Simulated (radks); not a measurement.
Numerical settings for neutral arsenic, [Ar] 3d10 4s2 4p3. All-electron calculation, Dirac Kohn-Sham, PBE, spin-unpolarised, spherical densities, finite nucleus; open shells fill j = l - 1/2 first; Fermi nuclear charge, rms radius 4.0968 fm. Program: a radial shooting solver on a logarithmic mesh with Libxc functionals. The defaults (mesh step 0.008 in ln r, mesh end at 40 bohr or more with all orbitals vanishing there, Anderson mixing 0.5 over 9 steps, residual threshold near 1e-9 with the energy settled to 1e-9 hartree or 1e-11 of itself, here a cap of 53 iterations) give E = -2260.9230 hartree and 4p3/2 at -5.047 eV in 14 iterations. Run on one thread of a shared host, so times are rough (Intel(R) Xeon(R) 6975P-C): 0.08 s of CPU time, 0.08 s wall, 14 iterations on 2381 mesh points. Changes against that run (0 stands for a change within the tolerance of the run):

| setting | iterations | converged | E (mhartree) | e(4p3/2) (meV) | CPU (s) |
|---|---|---|---|---|---|
| mesh step in ln r 0.003 | 15 | yes | 0 | 0 | 0.21 |
| mesh step in ln r 0.12 | 2 | no | diverged | - | 0 |
| mesh step in ln r 0.03 | 14 | yes | +0.00041 | 0 | 0.03 |
| mesh end (bohr) 3 | 14 | level above zero | +1.52e+03 | +1.84e+04 | 0.06 |
| mesh end (bohr) 8 | 14 | yes | +2.04 | +121 | 0.08 |
| residual threshold 1e-16 | 53 | no | 0 | 0 | 0.16 |
| residual threshold 0.1 | 9 | yes | 0 | +1.54 | 0.06 |
| mixing 1.5 | 15 | yes | 0 | 0 | 0.08 |
| linear mixing, mixing 0.5 | 30 | yes | 0 | 0 | 0.13 |
| linear mixing, mixing 0.05 | 53 | no | +0.604 | -198 | 0.28 |
| mixing history 20 | 21 | yes | 0 | 0 | 0.11 |
| iteration cap 8 | 8 | no | 0 | +1.54 | 0.05 |

Settled on a wrong energy, with an occupied level pushed above zero by the early mesh end: mesh end (bohr) 3 (+1.52 hartree). Apart from these: settings that end as converged yet miss the energy by more than 1 mhartree: mesh end (bohr) 8 (+0.00204 hartree). A mesh that ends early acts as a hard wall.
